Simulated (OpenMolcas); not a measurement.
## Yb3+: moving or changing the point charges

Yb3+ among 6 point charges of -1 e arranged as a trigonal antiprism (D3d), 2.61 Å from the ion, with a polar angle of 50.9° against the regular 54.74°.
```
   0.0000    2.0256    1.6459  -1.00
  -1.7542   -1.0128    1.6459  -1.00
   1.7542   -1.0128    1.6459  -1.00
   0.0000   -2.0256   -1.6459  -1.00
   1.7542    1.0128   -1.6459  -1.00
  -1.7542    1.0128   -1.6459  -1.00
```

| Item | Value |
| --- | --- |
| Program | OpenMolcas |
| Method | CASSCF |
| Basis | ANO-RCC-VDZP [7s6p4d2f1g] |
| Scalar Hamiltonian | DKH2, point nucleus |
| Active space | 13 electrons in 7 orbitals (4f) |
| State averaging | 2S+1 = 2 odd, 7 roots |
| Spin-orbit coupling | RASSI with atomic mean-field integrals over the reference wave functions |

Runs around this geometry, states (labels of D3, the rotations of D3d). Energies in cm-1 above the lowest state or level, χT in cm3 K/mol.

```json
{"R (Å)": "2.61", "q (e)": "-0.5", "Ground state": "2A2", "First state of that spin": "2E 1.3", "First gap with spin-orbit (degeneracies)": "19.3 (2, 2)", "Width of lowest J": "182", "χT at 300 K": "2.565"}
{"R (Å)": "2.61", "q (e)": "-1", "Ground state": "2A2", "First state of that spin": "2E 3.1", "First gap with spin-orbit (degeneracies)": "38.3 (2, 2)", "Width of lowest J": "364", "χT at 300 K": "2.541"}
{"R (Å)": "2.73", "q (e)": "-1", "Ground state": "2A2", "First state of that spin": "2E 5.9", "First gap with spin-orbit (degeneracies)": "32.7 (2, 2)", "Width of lowest J": "314", "χT at 300 K": "2.550"}
{"R (Å)": "3.12", "q (e)": "-1", "Ground state": "2A2", "First state of that spin": "2E 8.7", "First gap with spin-orbit (degeneracies)": "21.8 (2, 2)", "Width of lowest J": "204", "χT at 300 K": "2.565"}
```

Taking the width of the lowest J multiplet as R^-n, n = -ln(204 / 364) / ln(3.12 / 2.61) = 3.2 between the shortest and longest distance.

Scaling the charges by -0.5 / -1 = 0.50 scales the width of the lowest J multiplet by 182 / 364 = 0.50; with fixed orbitals a first-order splitting would follow the charge.

Point charges carry no covalency, so the field is a model and not that of real ligands. No measured value stands beside these numbers.
